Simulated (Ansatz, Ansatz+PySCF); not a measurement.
```json
{"atom": "C", "x (Å)": "0.0355", "y (Å)": "-0.0153", "z (Å)": "-0.7069"}
{"atom": "C", "x (Å)": "-0.0163", "y (Å)": "0.0051", "z (Å)": "0.7894"}
{"atom": "H", "x (Å)": "0.9405", "y (Å)": "-0.0341", "z (Å)": "1.3640"}
{"atom": "H", "x (Å)": "-0.9763", "y (Å)": "0.0036", "z (Å)": "1.3795"}
{"atom": "H", "x (Å)": "0.0082", "y (Å)": "1.0112", "z (Å)": "-1.0730"}
{"atom": "H", "x (Å)": "0.8502", "y (Å)": "-0.4669", "z (Å)": "-1.1516"}
{"atom": "H", "x (Å)": "-0.9280", "y (Å)": "-0.4725", "z (Å)": "-1.0899"}
```

Basis set: def2-SVP (spherical functions). Correlated methods keep 2 orbitals frozen. Correlation on ROHF uses semicanonical orbitals with singles. Charge 0, multiplicity 2.

Computed with Ansatz (development build ahead of 0.2.0); each method stands on the lowest determinant of its kind that the runs found. Restricted functionals stand beside restricted open-shell atoms, which can lie above the unrestricted atoms usual in DFT and then raise those values.

The atomization energy at this shape (free ground-state atoms in the same class of orbitals less the molecule, no zero-point energy) of doublet C2H5:

| method | atomization energy |
| --- | --- |
| ωB97X (unrestricted) | 26.10 eV |
| ωB97X (restricted open-shell) | 26.20 eV |
| r²SCAN (unrestricted) | 26.31 eV |
| PBE0 (unrestricted) | 26.30 eV |
| PBE0 (restricted open-shell) | 26.33 eV |
| PBE (unrestricted) | 26.47 eV |
| PBE (restricted open-shell) | 26.50 eV |
| UHF-CCSD(T) | 25.02 eV |
| ROHF-MP2 | 24.95 eV |
| UHF-MP2 | 24.93 eV |
| UHF | 20.37 eV |
| ROHF | 20.46 eV |

Task: What does r²SCAN (restricted open-shell) give?

Result: 26.39 eV. Caution: the shape is not the minimum.
